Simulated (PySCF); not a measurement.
C2H8FNSi2, SMILES N[Si@H]1[SiH2]C[C@@H]1F. Coordinates come from a PBE-D3(BJ)/def2-SVP optimisation. The structure was generated by enumeration; whether it is a known compound was not checked. The values are those of a single conformer.

Computed equilibrium geometry at PBE-D3(BJ)/def2-SVP (PySCF confirms it by a frequency run) as bond lengths and angles (one conformer of several):
Atoms: N1 Si2 Si3 C4 C5 F6 H7 H8 H9 H10 H11 H12 H13 H14. Bond lengths (Å): N1–Si2 1.735, N1–H7 1.022, N1–H8 1.022, Si2–Si3 2.350, Si2–C5 1.951, Si2–H9 1.506, Si3–C4 1.931, Si3–H10 1.507, Si3–H11 1.503, C4–C5 1.541, C4–H12 1.113, C4–H13 1.109, C5–F6 1.395, C5–H14 1.118. Bond angles (°): Si2–N1–H7 120.1, Si2–N1–H8 121.0, H7–N1–H8 111.4, N1–Si2–Si3 126.8, N1–Si2–C5 125.4, N1–Si2–H9 107.0, Si3–Si2–C5 75.1, Si3–Si2–H9 111.5, C5–Si2–H9 107.4, Si2–Si3–C4 75.7, Si2–Si3–H10 115.8, Si2–Si3–H11 124.3, C4–Si3–H10 112.0, C4–Si3–H11 115.7, H10–Si3–H11 109.2, Si3–C4–C5 98.5, Si3–C4–H12 106.7, Si3–C4–H13 119.1, C5–C4–H12 109.0, C5–C4–H13 114.9, H12–C4–H13 107.9, Si2–C5–C4 97.9, Si2–C5–F6 118.5, Si2–C5–H14 109.1, C4–C5–F6 114.0, C4–C5–H14 109.0, F6–C5–H14 107.8.
